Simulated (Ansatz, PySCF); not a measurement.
This Ansatz (an electronic-structure program) input computes a BLYP/def2-TZVPD energy:

Ansatz 0.2 input:
```yaml
crystal:
  periodic: [false, false, false]
  atoms:
    - {symbol: Ga, position_ang: [0.84161737, 0.39348325, 0.27558982]}
    - {symbol: I, position_ang: [-0.57027994, 1.57854338, -1.50881812]}
    - {symbol: I, position_ang: [0.07801318, -1.80869395, 1.34762407]}
basis:
  gaussian:
    orbitals: def2-TZVPD
hamiltonian:
  xc: {name: BLYP}
magnetization: {spin_polarized: true, initial_magnetization: 1}
output: {forces: true}
```

Question: Write an input for the same energy in PySCF and say what it gives.

Answer: 
```python
from pyscf import gto, scf, dft

mol = gto.M(
    atom='''
    Ga    0.84161737    0.39348325    0.27558982
    I    -0.57027994    1.57854338   -1.50881812
    I     0.07801318   -1.80869395    1.34762407
    ''',
    basis='def2-tzvpd',
    ecp='def2-tzvp',
    charge=0,
    spin=1,
    verbose=4,
)

mf = dft.UKS(mol, xc='blyp').density_fit(auxbasis='def2-universal-jkfit')
mf.grids.level = 3
mf.conv_tol = 1e-9
mf.max_cycle = 100
mf.max_memory = 1500
mf.kernel()
if not mf.converged:
    mf = mf.newton()
    mf.kernel(mf.make_rdm1())
for _ in range(2):
    mo, _, stable, _ = mf.stability(return_status=True)
    if stable:
        break
    mf.kernel(mf.make_rdm1(mo, mf.mo_occ))
mf.analyze()
```
It gives -2520.32497 Eh, and Ansatz -2520.32492 Eh, a difference of 0.05 mEh, from the treatment of integrals and grids.

It need not be the lowest isomer of its formula.
